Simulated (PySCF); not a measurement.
## Tc (technetium, neutral) across methods

[Kr] 4d5 5s1 5p1, high-spin 8P determinant (an excited configuration). All numbers are calculated (PySCF 2.14, the spin-free X2C one-electron Hamiltonian (Gaussian nucleus), in ANO-RCC-VTZP).

```tsv
method	E (hartree)	mean ε 4d α (eV)	mean ε 5s α (eV)	mean ε 5p α (eV)	Σ⟨r²⟩ (bohr²)	⟨S²⟩
B97-3	-4284.76	-10.416	-7.142	-2.971	63.11	15.750
LDA	-4280.17	-8.906	-6.617	-2.382	63.02	15.750
PBE	-4284.69	-8.830	-6.384	-2.285	63.09	15.750
r2SCAN	-4285.10	-9.273	-6.696	-2.431	62.68	15.751
M06-2X	-4285.38	-11.970	-8.275	-3.804	62.20	15.750
PBE0	-4284.77	-10.502	-7.245	-3.015	62.90	15.751
UHF	-4282.89318	-14.920	-9.407	-4.935	63.56	15.752
```
